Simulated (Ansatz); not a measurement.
A structure relaxed at B3LYP-D4/def2-SVP in Ansatz, charge 0, singlet:

```xyz
5

Pt    0.536    0.475    1.214
Te    0.345   -1.418   -1.840
Te   -1.458    0.225   -0.333
Te   -0.488    2.754    0.125
Te    1.065   -2.037    0.834
```

**Question.** Give its formula.

**Answer.** Te4Pt.

**Question.** Summarise the bond lengths by kind (pairs closer than 1.2 times the sum of covalent radii, bridged metal pairs left out).

**Answer.** 3 × Te–Te 2.75 to 2.87 Å; 3 × Pt–Te 2.54 to 2.73 Å. The metal has 3 neighbours: Te 2.54 Å, Te 2.73 Å, Te 2.60 Å.

In the def2 sets Pt, Te take a core potential; there is no spin–orbit coupling. The restricted singlet is unstable towards broken spin symmetry in Hartree–Fock (as tested in another run); at B3LYP-D4/def2-SVP this wasn't settled. Another isomer (singlet) lies 0.08 eV lower at PBE0-D4/def2-TZVP; other spin states weren't run for this one.
